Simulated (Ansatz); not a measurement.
The first iterations of a band of CH₄BClOSi (9 atoms, charge 0, multiplicity 1).

Computed with UKS PBE0-D4/6-31G* (Ansatz 0.2.0).

```yaml
movable_images: 6
climbing_image: no
spring: 5.0 eV/Å²
optimiser: quadratic models (default)
start_path: through a guess of the saddle point
force_threshold: 0.05 eV/Å
iteration_limit: 60
end_points: relaxed
```

Image 0:

```xyz
9
Properties=species:S:1:pos:R:3
Cl -2.498 1.152 0.130
B -0.942 0.406 0.016
C 0.357 0.626 0.895
O 1.262 -0.309 0.252
Si 0.228 -0.915 -0.949
H 0.765 1.647 0.854
H 0.233 0.372 1.959
H -0.021 -2.383 -0.836
H 0.704 -0.643 -2.338
```

Image 7:

```xyz
9
Properties=species:S:1:pos:R:3
Cl -2.379 1.068 -0.188
B -0.698 0.518 -0.496
C 0.435 0.558 0.688
O 1.131 -0.737 0.570
Si 0.035 -1.442 -0.425
H 1.185 1.341 0.530
H 0.040 0.639 1.704
H 0.592 -2.796 -0.811
H -0.253 0.804 -1.590
```

| iteration | highest image above the first end (eV) | largest band force component (eV/Å) |
| --- | --- | --- |
| 1 | 2.809 | 5.874 |
| 2 | 2.180 | 2.930 |
| 3 | 1.463 | 1.362 |

Task: Does the band converge within its limit, and where does its top end?

Result: It converged. It ended after 11 iterations with the highest image 0.781 eV above the first end. No image climbed, so the highest image needn't sit at the top of the path. The orbitals were unrestricted but ended closed-shell.

Time of the run: 2.5 min on 2 threads of Intel(R) Xeon(R) 6975P-C (Granite Rapids), on a shared host, peak memory 0.32 GiB.
